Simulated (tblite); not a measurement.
Isomers of C3H10GeSi. Computed values, GFN2-xTB/tblite, gas phase, harmonic and unscaled. Errors from tens to a few hundred cm⁻¹ against measured bands are possible. Modes of hydrogen on germanium and silicon can be 10 to 20 % off. One conformer each.

Electronic energies: GFN2-xTB at the same geometries; isomer energies are rough at this level and their order can be wrong.

```tsv
SMILES	electronic energy, lowest = 0 (kcal/mol)
C=[C](C)[GeH2][SiH3]	3.8
[SiH3][GeH2][CH]1CC1	0.0
C=C[Si@H](C)[GeH3]	13.1
```

Q: How do GFN2-xTB zero-point energies change the relative energies?

A: 
```csv
SMILES,ZPE (kcal/mol),of it from modes above 1550 cm⁻¹,electronic (kcal/mol),"with ZPE, lowest = 0 (kcal/mol)",lowest mode (cm⁻¹),rings
[SiH3][GeH2][CH]1CC1,68.1,36.9,0.0,0.0,30,1
C=[C](C)[GeH2][SiH3],66.9,39.1,3.8,2.6,10i,0
C=C[Si@H](C)[GeH3],67.8,40.0,13.1,12.8,39,0
```

The zero-point energies span 1.2 kcal/mol, from `C=[C](C)[GeH2][SiH3]` to `[SiH3][GeH2][CH]1CC1`. Slightly imaginary modes are left out of the zero-point energy: `C=[C](C)[GeH2][SiH3]` 9.8i cm⁻¹. The order is unchanged.
